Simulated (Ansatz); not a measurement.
Q: Name a neutral molecule of C, Cl, O, Ti and H with LUMO energy (PBE/def2-TZVPP) between -3.80 and -3.50 eV and size of the dipole moment (B3LYP/def2-TZVPP) between 2.10 and 2.40 D (Ansatz, PBE0-D4/def2-TZVP geometry).

A: `[CH3][Ti]([OH])([Cl])[Cl]` (-3.52 eV, 2.34 D). Other molecules can fit too; these were computed, each in one conformer that needn't be the lowest.

B3LYP here is the variant with VWN-RPA as its local correlation; programs differ in this.
